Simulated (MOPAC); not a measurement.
A run for MOPAC: AM1 on Br2ClH (a complex), monomers drawn apart or pushed together.

```
AM1 1SCF PRECISE CHARGE=0 THREADS=1
Br2ClH

Cl    -0.08714203 1    -0.25780912 1     0.07877277 1
H      0.95875619 1     0.48574338 1     0.07410081 1
Br     0.00265480 1     0.17306001 1     6.10769622 1
Br    -0.10968554 1    -0.04768398 1     3.79396203 1
```

Program output:

```
*******************************************************************************
 **                                                                           **
 **                              MOPAC v23.2.5                                **
 **                                                                           **
 *******************************************************************************
 ** MOPAC's Digital Object Identifier: https://doi.org/10.5281/zenodo.6511958 **
 **                                                                           **
 ** Please cite the open-source release paper for use of this MOPAC version:  **
 ** J. E. Moussa and J. J. P. Stewart (2026)                                  **
 ** MOPAC: An open-source semiempirical molecular orbital program             **
 ** J. Open Source Softw., 11(119), 8025, https://doi.org/10.21105/joss.08025 **
 *******************************************************************************

                              AM1 CALCULATION RESULTS

 *******************************************************************************
 *  AM1        - The AM1 Hamiltonian to be used
 *
 *
 *
 *                 CHARGE ON SYSTEM = 0
 *
 *
 *
 *  PRECISE    - TIGHTER CRITERIA TO BE USED
 *  1SCF       - DO 1 SCF AND THEN STOP
 *  THREADS=1  - MULTI-THREADING NOT USED
 *  T=         - A TIME OF 172800.0 SECONDS REQUESTED
 *  DUMP=N     - RESTART FILE WRITTEN EVERY 7200.0 SECONDS REQUESTED
 *******************************************************************************
AM1 1SCF PRECISE CHARGE=0 THREADS=1
 Br2ClH

   ATOM   CHEMICAL          X               Y               Z
  NUMBER   SYMBOL      (ANGSTROMS)     (ANGSTROMS)     (ANGSTROMS)

     1      Cl         -0.08714203  *  -0.25780912  *   0.07877277  *
     2       H          0.95875619  *   0.48574338  *   0.07410081  *
     3      Br          0.00265480  *   0.17306001  *   6.10769622  *
     4      Br         -0.10968554  *  -0.04768398  *   3.79396203  *



          CARTESIAN COORDINATES

    NO.       ATOM           X           Y           Z

     1        Cl         -0.0871     -0.2578      0.0788
     2         H          0.9588      0.4857      0.0741
     3        Br          0.0027      0.1731      6.1077
     4        Br         -0.1097     -0.0477      3.7940

  H: (AM1): M.J.S. DEWAR ET AL, J. AM. CHEM. SOC. 107 3902-3909 (1985)
 Cl: (AM1): M.J.S. DEWAR AND E. G. ZOEBISCH, THEOCHEM, 180, 1 (1988).
 Br: (AM1): M.J.S. DEWAR AND E. G. ZOEBISCH, THEOCHEM, 180, 1 (1988).

           Empirical Formula: H Cl Br2  =     4 atoms



      MOLECULAR POINT GROUP   :   Cs


      RHF CALCULATION, NO. OF DOUBLY OCCUPIED LEVELS = 11


 -------------------------------------------------------------------------------
 AM1 1SCF PRECISE CHARGE=0 THREADS=1
 Br2ClH



     1SCF WAS SPECIFIED, SO BFGS WAS NOT USED
     SCF FIELD WAS ACHIEVED


                              AM1 CALCULATION
                                                       MOPAC v23.2.5 Linux




          FINAL HEAT OF FORMATION =        -25.68125 KCAL/MOL =    -107.45034 KJ/MOL


          COSMO AREA              =        133.64 SQUARE ANGSTROMS
          COSMO VOLUME            =        114.86 CUBIC ANGSTROMS

          IONIZATION POTENTIAL    =         11.038966 EV
          HOMO LUMO ENERGIES (EV) =        -11.039 -1.985
          NO. OF FILLED LEVELS    =         11
          MOLECULAR WEIGHT        =        196.2689         POINT GROUP:  Cs

          MOLECULAR DIMENSIONS (Angstroms)

            Atom       Atom       Distance
           Br     3    H     2     6.11688
           Cl     1   Br     3     1.26662
            H     2   Br     4     0.00000


          SCF CALCULATIONS        =          1





   ATOM   CHEMICAL          X               Y               Z
  NUMBER   SYMBOL      (ANGSTROMS)     (ANGSTROMS)     (ANGSTROMS)

     1      Cl         -0.08714203  *  -0.25780912  *   0.07877277  *
     2       H          0.95875619  *   0.48574338  *   0.07410081  *
     3      Br          0.00265480  *   0.17306001  *   6.10769622  *
     4      Br         -0.10968554  *  -0.04768398  *   3.79396203  *

                             CARTESIAN COORDINATES

   1   Cl       -0.087142030    -0.257809120     0.078772770
   2    H        0.958756190     0.485743380     0.074100810
   3   Br        0.002654800     0.173060010     6.107696220
   4   Br       -0.109685540    -0.047683980     3.793962030


           Empirical Formula: H Cl Br2  =     4 atoms



      MOLECULAR POINT GROUP   :   Cs


                  EIGENVALUES
 -37.16364 -32.99228 -30.60625 -16.87737 -14.85547 -13.32113 -13.31730 -12.45609
 -12.45430 -11.04388 -11.03897  -1.98485   1.75915


              NET ATOMIC CHARGES AND DIPOLE CONTRIBUTIONS

  ATOM NO.   TYPE          CHARGE      No. of ELECS.   s-Pop       p-Pop
    1         Cl          -0.168770        7.1688     1.98024     5.18853
    2          H           0.170424        0.8296     0.82958
    3         Br          -0.007221        7.0072     1.98424     5.02298
    4         Br           0.005567        6.9944     1.98467     5.00977
 DIPOLE           X         Y         Z       TOTAL
 POINT-CHG.     0.852     0.599    -0.114     1.048
 HYBRID         0.284     0.202    -0.005     0.348
 SUM            1.136     0.801    -0.119     1.395


          ATOMIC ORBITAL ELECTRON POPULATIONS

     Atom    s        px        py        pz
    1 Cl   1.98024   1.46207   1.72813   1.99834
    2  H   0.82958
    3 Br   1.98424   1.99769   1.99117   1.03412
    4 Br   1.98467   1.99750   1.99083   1.02144

 **********************
 *                    *
 * JOB ENDED NORMALLY *
 *                    *
 **********************




 == MOPAC DONE ==
```

The run finished.

Cost: roughly 0.03 core-seconds.
